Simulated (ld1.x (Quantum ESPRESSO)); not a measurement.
u(r) = r·R(r): atom against pseudo-atom (O)

Columns: radius, all-electron u(r) and pseudo u(r) of the 2p shell (level -24.59 eV) of oxygen in the configuration [He] 2s2 2p3; LDA (PZ), scalar-relativistic, RRKJ scheme, ld1.x (Quantum ESPRESSO) 7.5.

```tsv
r (bohr)	all-electron	pseudo
0.060	0.0478	0.0212
0.120	0.1531	0.0827
0.180	0.2789	0.1781
0.240	0.4053	0.2977
0.300	0.5216	0.4293
0.360	0.6229	0.5605
0.420	0.7074	0.6797
0.480	0.7750	0.7786
0.540	0.8267	0.8526
0.600	0.8638	0.9011
0.660	0.8881	0.9269
0.720	0.9013	0.9346
0.780	0.9051	0.9295
0.840	0.9009	0.9162
0.900	0.8903	0.8982
0.960	0.8745	0.8776
1.020	0.8545	0.8553
1.080	0.8312	0.8313
1.140	0.8055	0.8055
1.200	0.7779	0.7779
1.260	0.7492	0.7492
1.320	0.7196	0.7196
1.380	0.6896	0.6896
1.440	0.6595	0.6595
1.500	0.6296	0.6296
1.560	0.6000	0.6000
```

**Question.** How many radial nodes do the two functions have?

**Answer.** The all-electron 2p function has n − l − 1 = 0; the pseudo-wave has 0.

**Question.** At about which radius was the pseudo-wave matched?

**Answer.** 1.20 bohr. The columns agree to 0.0005 from 1.08 bohr on; several derivatives are matched, so the curves merge somewhat inside the radius.

**Question.** Where does each function peak?

**Answer.** Outermost all-electron maximum near 0.78 bohr, pseudo maximum near 0.72 bohr (to the table’s step).

**Question.** Is the pseudo-wave norm-conserving?

**Answer.** Yes: the RRKJ scheme keeps the norm inside the radius equal to the all-electron one, which fixes the energy derivative of the logarithmic derivative at the level.
